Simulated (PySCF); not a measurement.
PySCF input (TPSSh/def2-TZVPD):

```python
from pyscf import gto, scf, dft

mol = gto.M(
    atom='''
    Si    0.33645806    0.07501901   -0.09322244
    Cl   -0.40375190   -0.28382823    1.79000695
    Cl   -1.19590123   -0.10675841   -1.42200036
    O     1.00562582    1.55666064   -0.12494795
    O     1.45240221   -1.01799582   -0.51919495
    H     0.52406208    2.29445991    0.25874549
    H     2.29540407   -1.01407182   -0.05660000
    ''',
    basis='def2-tzvpd',
    charge=0,
    spin=0,
    verbose=4,
)

mf = dft.RKS(mol, xc='tpssh').density_fit(auxbasis='def2-universal-jkfit')
mf.grids.level = 3
mf.conv_tol = 1e-9
mf.max_cycle = 100
mf.max_memory = 1500
mf.kernel()
if not mf.converged:
    mf = mf.newton()
    mf.kernel(mf.make_rdm1())
mf.analyze()
```

End of the output:

```
Extra cycle  E= -1361.90800612672  delta_E= 1e-11  |g|= 1.16e-05  |ddm|= 1.75e-05
converged SCF energy = -1361.90800612672
**** SCF Summaries ****
Total Energy =                       -1361.908006126722285
Nuclear Repulsion Energy =             379.479153033546595
One-electron Energy =                -2637.551278243318393
Two-electron Energy =                  896.164119083049741
Two-electron Coulomb Energy =          991.778962033316816
DFT Exchange-Correlation Energy =      -95.614842950267104
HOMO-LUMO gap [eV] =                     7.623912045890935
**** MO energy ****
MO #1   energy= -101.38072579736   occ= 2
MO #2   energy= -101.380215481861  occ= 2
MO #3   energy= -66.0827285547241  occ= 2
MO #4   energy= -19.0868450689591  occ= 2
MO #5   energy= -19.0854255164662  occ= 2
MO #6   energy= -9.38401692878755  occ= 2
MO #7   energy= -9.38345469975001  occ= 2
MO #8   energy= -7.12933637636594  occ= 2
MO #9   energy= -7.12861944124299  occ= 2
MO #10  energy= -7.12392259294835  occ= 2
MO #11  energy= -7.12379008082889  occ= 2
MO #12  energy= -7.12345785610343  occ= 2
MO #13  energy= -7.12330701455002  occ= 2
MO #14  energy= -5.30276929914455  occ= 2
MO #15  energy= -3.65153384671043  occ= 2
MO #16  energy= -3.65066620282405  occ= 2
MO #17  energy= -3.64952094703965  occ= 2
MO #18  energy= -1.02817451966279  occ= 2
MO #19  energy= -1.00673502503987  occ= 2
MO #20  energy= -0.82620506077681  occ= 2
MO #21  energy= -0.805929145367349 occ= 2
MO #22  energy= -0.58049702535326  occ= 2
MO #23  energy= -0.532556318463882 occ= 2
MO #24  energy= -0.46093573415826  occ= 2
MO #25  energy= -0.421976451248601 occ= 2
MO #26  energy= -0.387867322017207 occ= 2
MO #27  energy= -0.375145193621011 occ= 2
MO #28  energy= -0.35605833560684  occ= 2
MO #29  energy= -0.347640423291043 occ= 2
MO #30  energy= -0.341209679882122 occ= 2
MO #31  energy= -0.326342158641612 occ= 2
MO #32  energy= -0.315407991480868 occ= 2
MO #33  energy= -0.309384596013139 occ= 2
MO #34  energy= -0.0292109936730202 occ= 0
MO #35  energy= 0.00244865889169246 occ= 0
MO #36  energy= 0.0109802997340317 occ= 0
MO #37  energy= 0.0266477498549753 occ= 0
MO #38  energy= 0.0317696915405584 occ= 0
MO #39  energy= 0.0440847543735233 occ= 0
MO #40  energy= 0.0545816567613467 occ= 0
MO #41  energy= 0.0552075187295961 occ= 0
MO #42  energy= 0.059501828002308  occ= 0
MO #43  energy= 0.0607548709503621 occ= 0
MO #44  energy= 0.0652431355901702 occ= 0
MO #45  energy= 0.0762615413590005 occ= 0
MO #46  energy= 0.0791500819167228 occ= 0
MO #47  energy= 0.0951806956077384 occ= 0
MO #48  energy= 0.102098000390275  occ= 0
MO #49  energy= 0.11261015219905   occ= 0
MO #50  energy= 0.115151121782909  occ= 0
MO #51  energy= 0.134323305932066  occ= 0
MO #52  energy= 0.135942656404714  occ= 0
MO #53  energy= 0.140828478521943  occ= 0
MO #54  energy= 0.166223122880973  occ= 0
MO #55  energy= 0.17029625186422   occ= 0
MO #56  energy= 0.177772748228519  occ= 0
MO #57  energy= 0.189736542671879  occ= 0
MO #58  energy= 0.193406970685986  occ= 0
MO #59  energy= 0.202788014189197  occ= 0
MO #60  energy= 0.204865379133761  occ= 0
MO #61  energy= 0.220173671343523  occ= 0
MO #62  energy= 0.229231749622506  occ= 0
MO #63  energy= 0.238898170767927  occ= 0
MO #64  energy= 0.246403929314894  occ= 0
MO #65  energy= 0.2527837798719    occ= 0
MO #66  energy= 0.25638914549302   occ= 0
MO #67  energy= 0.259000975259086  occ= 0
MO #68  energy= 0.27212243954311   occ= 0
MO #69  energy= 0.281191283634405  occ= 0
MO #70  energy= 0.283096237413991  occ= 0
MO #71  energy= 0.288853967980474  occ= 0
MO #72  energy= 0.296693412140851  occ= 0
MO #73  energy= 0.303654388323915  occ= 0
MO #74  energy= 0.313059622973549  occ= 0
MO #75  energy= 0.318053621344804  occ= 0
MO #76  energy= 0.346355182150243  occ= 0
MO #77  energy= 0.352089241377757  occ= 0
MO #78  energy= 0.371033150900624  occ= 0
MO #79  energy= 0.398802124849804  occ= 0
MO #80  energy= 0.409908620763334  occ= 0
MO #81  energy= 0.416875703097813  occ= 0
MO #82  energy= 0.429676418930267  occ= 0
MO #83  energy= 0.440553622351407  occ= 0
MO #84  energy= 0.456147963354879  occ= 0
MO #85  energy= 0.465632413182219  occ= 0
MO #86  energy= 0.482631562373267  occ= 0
MO #87  energy= 0.497012560012975  occ= 0
MO #88  energy= 0.524790522385972  occ= 0
MO #89  energy= 0.532891846729125  occ= 0
MO #90  energy= 0.552947436785313  occ= 0
MO #91  energy= 0.554579324360667  occ= 0
MO #92  energy= 0.56527224773147   occ= 0
MO #93  energy= 0.578491334635962  occ= 0
MO #94  energy= 0.596133123588383  occ= 0
MO #95  energy= 0.600525851292703  occ= 0
MO #96  energy= 0.612898025419339  occ= 0
MO #97  energy= 0.614777143679138  occ= 0
MO #98  energy= 0.61997138659328   occ= 0
MO #99  energy= 0.626668584193311  occ= 0
MO #100 energy= 0.641948192116023  occ= 0
MO #101 energy= 0.655309521262389  occ= 0
MO #102 energy= 0.665467996695966  occ= 0
MO #103 energy= 0.669487601839389  occ= 0
MO #104 energy= 0.677070045847935  occ= 0
MO #105 energy= 0.70230780106173   occ= 0
MO #106 energy= 0.710906577489866  occ= 0
MO #107 energy= 0.725350663089997  occ= 0
[...]
```
